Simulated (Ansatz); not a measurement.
A nudged elastic band was laid between two geometries of ClH6NO2SiTi + H2 (14 atoms, charge 0, multiplicity 1).

All numbers below come from RKS PBE/def2-SVP in Ansatz 0.2.0.

- movable images: 7
- climbing image: yes
- spring: 5.0 eV/Å²
- optimiser: quadratic models (default)
- start path: through a guess of the saddle point
- force threshold: 0.05 eV/Å
- iteration limit: 60
- end points: relaxed

Image 0:

```xyz
14
Properties=species:S:1:pos:R:3
Ti -0.054 -0.306 -0.025
N 0.033 -0.004 1.823
H -0.785 0.109 2.434
H 0.886 -0.068 2.390
O 1.592 -0.770 -0.552
Si 2.932 -0.882 -1.568
H 2.714 -1.976 -2.575
H 3.150 0.427 -2.279
H 4.140 -1.205 -0.733
O -0.572 1.198 -0.859
H -0.855 2.051 -0.487
Cl -1.580 -1.894 -0.414
H -0.360 -3.032 3.435
H -0.335 -2.478 2.900
```

Image 8:

```xyz
14
Properties=species:S:1:pos:R:3
Ti -0.197 -0.861 0.210
N 0.385 -0.382 2.333
H 0.936 0.488 2.362
H 0.943 -1.130 2.764
O 1.585 -0.865 -0.152
Si 2.774 -0.922 -1.335
H 2.737 -2.239 -2.061
H 2.588 0.200 -2.324
H 4.120 -0.760 -0.677
O -1.104 0.702 0.346
H -1.529 1.125 -0.423
Cl -1.081 -1.787 -1.625
H -0.797 -2.157 1.164
H -0.456 -0.243 2.908
```

**Question.** What changes between the two ends?

**Answer.** Bonds broken: H13–H14. Bonds formed: Ti1–H13, N2–H14. ClH6NO2SiTi + H2 becomes ClH8NO2SiTi.

**Question.** Give the energies along the band, and the barrier.

**Answer.** It converged. The highest image is number 4 of 0 to 8, 102.9 kJ/mol above the first end and 92.3 kJ/mol above the last; the last end lies 10.6 kJ/mol above the first. Beside the main top the profile has a ripple of under 15 meV (maxima at images 4, 7), which may be a very shallow well or noise. A vibrational analysis at the climbing image gives one clearly imaginary mode, 1035i cm⁻¹: a first-order saddle point. The orbitals stay closed-shell, which can raise the energy where a bond breaks towards radicals; this wasn't checked here.

```json
{"image": "0", "path coordinate (Å)": "0.00", "energy (kJ/mol)": "0.0", "H13–H14 (Å)": "0.77", "Ti1–H13 (Å)": "4.42", "N2–H14 (Å)": "2.72"}
{"image": "1", "path coordinate (Å)": "1.39", "energy (kJ/mol)": "1.2", "H13–H14 (Å)": "0.77", "Ti1–H13 (Å)": "4.27", "N2–H14 (Å)": "2.76"}
{"image": "2", "path coordinate (Å)": "2.79", "energy (kJ/mol)": "3.7", "H13–H14 (Å)": "0.77", "Ti1–H13 (Å)": "3.95", "N2–H14 (Å)": "2.65"}
{"image": "3", "path coordinate (Å)": "4.19", "energy (kJ/mol)": "32.5", "H13–H14 (Å)": "0.77", "Ti1–H13 (Å)": "2.96", "N2–H14 (Å)": "2.24"}
{"image": "4", "path coordinate (Å)": "5.60", "energy (kJ/mol)": "102.9", "H13–H14 (Å)": "0.99", "Ti1–H13 (Å)": "1.92", "N2–H14 (Å)": "1.40"}
{"image": "5", "path coordinate (Å)": "7.08", "energy (kJ/mol)": "12.4", "H13–H14 (Å)": "2.33", "Ti1–H13 (Å)": "1.72", "N2–H14 (Å)": "1.03"}
{"image": "6", "path coordinate (Å)": "8.56", "energy (kJ/mol)": "11.4", "H13–H14 (Å)": "2.46", "Ti1–H13 (Å)": "1.72", "N2–H14 (Å)": "1.03"}
{"image": "7", "path coordinate (Å)": "10.04", "energy (kJ/mol)": "12.4", "H13–H14 (Å)": "2.40", "Ti1–H13 (Å)": "1.72", "N2–H14 (Å)": "1.03"}
{"image": "8", "path coordinate (Å)": "11.52", "energy (kJ/mol)": "10.6", "H13–H14 (Å)": "2.61", "Ti1–H13 (Å)": "1.72", "N2–H14 (Å)": "1.03"}
```

**Question.** What is the geometry of the highest image?

**Answer.** 
```xyz
14
Properties=species:S:1:pos:R:3
Ti -0.020 -0.505 0.363
N 0.241 -0.113 2.349
H -0.438 0.290 3.002
H 1.189 -0.111 2.743
O 1.689 -0.773 -0.076
Si 2.862 -1.124 -1.240
H 2.338 -2.180 -2.170
H 3.205 0.121 -2.008
H 4.089 -1.624 -0.530
O -0.701 1.068 -0.174
H -1.306 1.103 -0.940
Cl -1.092 -1.708 -1.264
H -0.809 -1.922 1.384
H -0.343 -1.352 2.050
```

Time of the run: 9.7 min on 4 threads of Arm Neoverse V2, with other jobs on the host, peak memory 0.26 GiB.
